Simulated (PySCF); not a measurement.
Compound: C₈H₉ClSi.
Numbering: `[Cl:1][c:2]1[cH:3][cH:4][c:5]([SiH:6]2[CH2:7][CH2:8]2)[cH:9][cH:10]1`

Structure used (GFN2-xTB), in Å, numbered top down from 1:
```xyz
19
C8H9ClSi angstrom
Cl     4.690   -0.338    0.330
C      2.991   -0.056    0.168
C      2.537    1.205   -0.186
C      1.178    1.421   -0.312
C      0.257    0.401   -0.093
Si    -1.579    0.725   -0.272
C     -2.713   -0.705   -0.748
C     -2.788   -0.316    0.734
C      0.744   -0.856    0.260
C      2.099   -1.092    0.393
H      3.242    2.003   -0.359
H      0.827    2.405   -0.588
H     -1.950    2.081   -0.644
H     -3.605   -0.514   -1.327
H     -2.304   -1.681   -0.965
H     -2.427   -1.052    1.439
H     -3.725    0.112    1.059
H      0.051   -1.665    0.436
H      2.465   -2.069    0.668
```

NICS is the negative of the GIAO shielding at a point without a nucleus: at the ring centre (0) and 1 Å above and below it (1); zz is the component along the ring normal. Level: GIAO PBE0/pcSseg-1 (PySCF, non-relativistic, gas phase) on the GFN2-xTB geometry, one conformer.

Ring bond lengths (Å), with Mayer bond orders in brackets: C2–C3 1.385 (1.35), C3–C4 1.382 (1.44), C4–C5 1.392 (1.41), C5–C9 1.393 (1.40), C9–C10 1.381 (1.46), C10–C2 1.386 (1.34); Si6–C7 1.886 (0.95), C7–C8 1.534 (0.90), C8–Si6 1.886 (0.95).

Task: What do the NICS probes read (ppm)?

Result: 
| ring | type | NICS(0) | NICS(1), two faces | NICS(1)zz, two faces | rms pucker (Å) | centre to ring atoms, mean (Å) |
| --- | --- | --- | --- | --- | --- | --- |
| C2–C3–C4–C5–C9–C10 | 6-membered carbocycle; formal bonds all aromatic | -8.2 | -10.8 / -10.8 | -26.1 / -26.1 | 0.00 | 1.39 |
| Si6–C7–C8 | 3-membered ring with Si; formal bonds all single | -25.3 | -6.5 / -7.7 | -15.9 / -16.8 | 0.00 | 1.02 |

Task: What do they say, and how far can they be read as aromaticity?

Result: 
- C2–C3–C4–C5–C9–C10: mean NICS(1)zz -26.1 ppm, shielded. The ring is flat and has no four-coordinate atom; by the NICS criterion it is aromatic.
- Si6–C7–C8: mean NICS(1)zz -16.4 ppm, shielded. Si6, C7, C8 have four or more neighbours, so the value isn't read as a sign of a π ring current. NICS(0) lies 18 ppm below the mean NICS(1).

Task: And the bond-length index? HOMA takes Krygowski's 1993 parameters.

Result: 
- C2–C3–C4–C5–C9–C10: HOMA 0.99 = 1 − EN − GEO, with mean bond length 1.387 Å, EN = α(Ropt − mean)² = 0.001 and GEO = α × variance = 0.005. The geometric and the magnetic index point the same way.

Task: How shielded are the nuclei of the rings and their hydrogens (means over atoms taken as equivalent)?

Result: 
```csv
atoms,environment,σ isotropic (ppm),"principal values of the symmetric part, first atom (ppm)"
C2,aromatic C–Cl carbon,38.7,"-58.7, 49.8, 125.1"
C3 (×2),aromatic CH carbon,52.8,"-46.7, 46.6, 158.4"
C4 (×2),aromatic CH carbon,46.7,"-76.8, 41.0, 168.6"
C5,substituted aromatic carbon,51.7,"-38.4, 5.7, 188.0"
Si6,SiH silicon,473.6,"342.7, 357.2, 720.8"
C7 (×2),sp3 carbon bound to silicon,187.1,"168.1, 181.1, 212.2"
H11 (×2),aromatic hydrogen,24.18,"19.8, 23.8, 28.9"
H12 (×2),aromatic hydrogen,24.15,"19.8, 22.9, 28.9"
H13,Si–H hydrogen,28.12,"21.7, 26.6, 36.0"
H14 (×2),methylene hydrogen,30.92,"25.5, 26.4, 40.9"
H15 (×2),methylene hydrogen,30.85,"25.6, 28.1, 38.8"
```
